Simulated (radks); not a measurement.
The numbers below are computed, except where a source is named.
Ta61+, 12 electrons, occupied as [Ne] 3s2.

Level of theory: scalar-relativistic Kohn-Sham, PBE, spin-polarised, spherical densities, finite nucleus; Fermi nuclear charge, rms radius 5.3507 fm (a radial shooting solver on a logarithmic mesh with Libxc functionals).

Energy parts (eV):
total: -305653.84
kinetic: 345067.00
electron-nucleus: -672086.68
Hartree: 25235.81
exchange-correlation: -3869.96

Orbitals (lengths in bohr, moments of r in powers of bohr; r(max) is where P^2 peaks):
orbital  occ.  eigenvalue (eV)   r(max)  <1/r>       <r^4>      <r>
1s          2        -72475.46  0.01168  85.44   6.182e-07  0.01865
2s          2        -16428.97  0.06638  20.26  0.00008723  0.07785
2p          6        -15043.66  0.05424  18.40  0.00006663  0.06933
3s          2        -6737.597   0.1776  8.274    0.002299   0.1867

The highest occupied level is 3s at -6737.6 eV. The electron density at the nucleus is 1.399e+06 e/bohr^3 (large components only). For comparison, the ionisation energy in NIST's Atomic Spectra Database is 6769 eV (theoretical). In exact Kohn-Sham theory the highest level is minus the ionisation energy, but local and semilocal functionals leave it too shallow, through self-interaction and a potential that decays too fast; potentials with the right tail come closer. The density falls to 0.001 e/bohr^3 at r = 0.53 bohr. Summed over all electrons, <r^2> = 0.1298 bohr^2, which gives a Langevin (diamagnetic) susceptibility term of -0.103 x 10^-6 cm^3/mol.
